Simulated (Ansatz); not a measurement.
Basis-set extrapolation for C$_{4}$H$_{11}$BO$_{2}$ (`COB(O)C(C)C`) (PBE0-D4/def2-TZVP geometry, frozen core, the Gaussian-basis code of Ansatz). Multiplicity 1, RHF reference.

```csv
,def2-TZVPP,def2-QZVPP
HF,-332.530936,-332.546738
MP2 correlation,-1.277309,-1.366136
CCSD(T) correlation,-1.383338,not run
```

Energies in hartree. Use E(X) = E(∞) + A·exp(−7.88·√X) for Hartree–Fock and E(X) = E(∞) + B·X^(−2.97) for correlation, with X = 3 and 4, and add CCSD(T) minus MP2 of the smaller set to the MP2 limit.

Q: What is the CCSD(T) energy at the basis-set limit?

A: HF limit: -332.546738 + (-0.015802) × 0.13774 = -332.54891. MP2 limit: -1.366136 + (-0.088827) × 0.74074 = -1.43193. Higher-order term: -1.383338 − (-1.277309) = -0.10603. Total: -334.08687 hartree, 453.2 kJ/mol below CCSD(T)/def2-TZVPP.
